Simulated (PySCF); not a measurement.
**Computed properties of BHCl2, SMILES ClBCl**

BHCl2, SMILES ClBCl. Geometry optimised at PBE0-D3(BJ)/def2-TZVP. The values are those of a single conformer. All values are computed for the isolated molecule unless a solvent is named; none is compared with measurement here.

**Structure.** The optimised structure has C2v symmetry. All 6 harmonic modes at PBE0-D3(BJ)/def2-TZVP (PySCF) are real, so it is a minimum. With heavy atoms numbered as in [BH:1]([Cl:3])[Cl:4], the shortest bond between them is B1–Cl3 at 1.734 Å and the longest B1–Cl4 at 1.734 Å.

**Vibrations.** The strongest infrared lines (harmonic, unscaled, degenerate partners summed) lie at 1098 cm⁻¹ (259 km/mol, H 64 %, B 34 %), 914 cm⁻¹ (172 km/mol, B 50 %, H 32 %, Cl 18 %), 2700 cm⁻¹ (74 km/mol, H 91 %, B 9 %). The softest mode is at 290 cm⁻¹ and the zero-point energy is 9.3 kcal/mol.

**Electronic structure.** CAM-B3LYP/def2-TZVPD (PySCF) places the frontier levels at -10.69 and -0.67 eV, a gap of 10.02 eV, and gives a dipole moment of 0.53 D and a mean polarisability of 42.8 bohr³.

**Excitations.** TDA-B3LYP/def2-SVPD (PySCF) has S1 at 5.69 eV (218 nm, f = 0.001, dark); the most intense of the 10 singlets computed lies at 6.95 eV (f = 0.18). T1 (TDA) is at 5.30 eV, 0.39 eV under S1. No vertical singlet excitation falls in the visible range (under 3.1 eV).

**NMR.** GIAO shifts at PBE0/pcSseg-2 (PySCF) (non-relativistic, atoms alike by connectivity averaged): ¹H at 6.7 ppm against TMS; ¹¹B at 51.9 ppm against BF3. Without spin–orbit terms, shifts of atoms bonded to Cl or Br come out too high.
